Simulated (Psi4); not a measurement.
Psi4 input (wB97X-D/6-311+G**):

```
memory 1500 MB

molecule {
1 1
F    -1.05857075   -0.21560565    0.02076994
C     0.00212202    0.41286249   -0.01271567
F     1.05629413   -0.22733482   -0.00712790
H     0.00775742    1.50928936   -0.04648432
symmetry c1
no_reorient
no_com
}

set {
  basis 6-311+G**
  reference rks
  scf_type pk
  dft_radial_points 99
  dft_spherical_points 590
  e_convergence 1e-8
  d_convergence 1e-7
  maxiter 150
}

e = energy('wb97x-d')
print_out(f'\nFINAL {e:.10f} DIPOLE {variable("CURRENT DIPOLE")[0]:.6f} {variable("CURRENT DIPOLE")[1]:.6f} {variable("CURRENT DIPOLE")[2]:.6f}\n')
```

From the last part of the output:

```
      49A      2.113293    50A      2.307727    51A      2.339005
      52A      2.919037    53A      3.161217    54A      3.461062
      55A      3.477059    56A      3.486652    57A      3.556042
      58A      3.696344    59A      3.793313    60A      3.828113
      61A      4.105385    62A      4.357392    63A      4.628876
      64A      5.988581    65A      6.010080    66A      6.028691
      67A      6.064656    68A      6.304796    69A      6.697843
      70A     23.470621    71A     66.482427    72A     66.501774

    Final Occupation by Irrep:
              A
    DOCC [    12 ]
    NA   [    12 ]
    NB   [    12 ]

  @RKS Final Energy:  -237.99905927130206

   => Energetics <=

    Nuclear Repulsion Energy =             74.1924983616109159
    One-Electron Energy =                -468.0791566152482801
    Two-Electron Energy =                 174.5195057160153738
    DFT Exchange-Correlation Energy =     -18.6317189202197859
    Empirical Dispersion Energy =          -0.0001878134602453
    VV10 Nonlocal Energy =                  0.0000000000000000
    Total Energy =                       -237.9990592713020590

Computation Completed

Properties will be evaluated at   0.000000,   0.000000,   0.000000 [a0]

Properties computed using the SCF density matrix

 Multipole Moments:

 ------------------------------------------------------------------------------------
     Multipole            Electronic (a.u.)      Nuclear  (a.u.)        Total (a.u.)
 ------------------------------------------------------------------------------------

 L = 1.  Multiply by 2.5417464519 to convert [e a0] to [Debye]
 Dipole X            :          0.0053919           -0.0000001            0.0053918
 Dipole Y            :          1.0490377            0.0000001            1.0490379
 Dipole Z            :         -0.0323092            0.0000000           -0.0323091
 Magnitude           :                                                    1.0495491

 ------------------------------------------------------------------------------------

FINAL -237.9990592713 DIPOLE 0.005392 1.049038 -0.032309

*** Psi4 exiting successfully. Buy a developer a beer!
```

The dipole moment of an ion depends on the origin.
